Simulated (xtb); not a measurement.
[Ga(H)3(CH3CN)] (charge 0, multiplicity 1), GFN2-xTB (xtb). The run did not converge; its last values are not results.

```
xtb start.xyz --ohess tight --gfn 2 --chrg 0 --uhf 0 --iterations 400

# start.xyz
10

Ga     0.000000     0.000000     0.000000
H     -1.395092     0.307344    -0.575202
H     -0.035997    -1.349852     0.740407
H      1.024209    -0.071266    -1.147831
C      1.308187     3.580965     3.159302
C      0.921897     2.523559     2.226406
N      0.535417     1.465626     1.293047
H      0.822708     4.525366     2.897024
H      2.390593     3.737286     3.141058
H      1.018322     3.320774     4.181385
```

The last lines of the output:

```
        10        2.0000           -0.6108622             -16.6224
        11        2.0000           -0.6108622             -16.6224 (HOMO)
        12                         -0.4894271             -13.3180 (LUMO)
        13                         -0.4894271             -13.3180
        14                         -0.4044654             -11.0061
        15                         -0.2301314              -6.2622
        16                         -0.1221822              -3.3247
       ...                                ...                  ...
        27                          1.5726636              42.7944
      -------------------------------------------------------------
                  HL-Gap            0.1214351 Eh            3.3044 eV
             Fermi-level           -0.5501447 Eh          -14.9702 eV


         :::::::::::::::::::::::::::::::::::::::::::::::::::::
         ::                     SUMMARY                     ::
         :::::::::::::::::::::::::::::::::::::::::::::::::::::
         :: total energy             -17.302507088107 Eh    ::
         :: gradient norm              1.566537866185 Eh/a0 ::
         :: HOMO-LUMO gap              3.304418515643 eV    ::
         ::.................................................::
         :: SCC energy               -17.398743136377 Eh    ::
         :: -> isotropic ES           -9.505272026980 Eh    ::
         :: -> anisotropic ES          0.002501796990 Eh    ::
         :: -> anisotropic XC          0.034772019081 Eh    ::
         :: -> dispersion             -0.002546049897 Eh    ::
         :: repulsion energy           0.096236048270 Eh    ::
         :: add. restraining           0.000000000000 Eh    ::
         :: total charge               0.000000000000 e     ::
         :::::::::::::::::::::::::::::::::::::::::::::::::::::

last geometry written to: xtblast.xyz

########################################################################
[ERROR] Program stopped due to fatal error
-7- Geometry optimization failed
-6- xtb_geoopt: Trying to recover from failed geometry optimization
-5- xtb_geoopt: Geometry optimization did not converge
-4- optimizer_ancopt: Could not relax/optimize structure
-3- optimizer_relax: SCF not converged, aborting...
-2- xtb_calculator_singlepoint: Electronic structure method terminated
-1- scf: Self consistent charge iterator did not converge
########################################################################
```
